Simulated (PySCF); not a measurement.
C7H8NP.
Atom-mapped SMILES: `[CH2:1]=[CH:2][c:3]1[p:4][cH:5][cH:6][n:7]1[CH:8]=[CH2:9]` (hydrogens: H10, H11 on C1; H12 on C2; H13 on C5; H14 on C6; H15 on C8; H16, H17 on C9)

Structure used (GFN2-xTB), in Å, numbered top down from 1:
```
atom  x, y, z in Å
C1     3.0095    0.6183   -0.4852
C2     1.8477   -0.0215   -0.3699
C3     0.6499    0.5935    0.1415
P4     0.5962    2.1035    1.0003
C5    -1.1311    1.8657    1.2284
C6    -1.5621    0.7005    0.6797
N7    -0.5801   -0.0188    0.0678
C8    -0.8269   -1.2027   -0.6217
C9    -1.8255   -2.0373   -0.3702
H10    3.0983    1.6563   -0.2110
H11    3.8956    0.1283   -0.8478
H12    1.7896   -1.0662   -0.6477
H13   -1.7718    2.5615    1.7387
H14   -2.5741    0.3396    0.6521
H15   -0.1319   -1.4056   -1.4243
H16   -1.9630   -2.9168   -0.9718
H17   -2.5272   -1.8861    0.4310
```

Computed at PBE0/pcSseg-1 (PySCF, non-relativistic), with Q(14N) = 0.02044 b: N7, 14N (I = 1): χzz = -2.592 MHz, η = 0.213.

(1) Find the zero-field quadrupole resonance frequencies of 14N at N7.

## Answers

(1) From ν± = (3/4)|χ|(1 ± η/3) and ν0 = |χ|η/2: ν+ 2.082 MHz, ν− 1.806 MHz, ν0 0.276 MHz (pyrrole-type nitrogen).

In a crystal, neighbours and librations shift these lines. The structure is a single GFN2-xTB conformer in the gas phase; no vibrational or solvent corrections. GFN2-xTB bond lengths can be off by several hundredths of an ångström, more for odd bonds, and the gradients follow them. The basis is small and wasn't made for field gradients, so the couplings can be 20 % off.
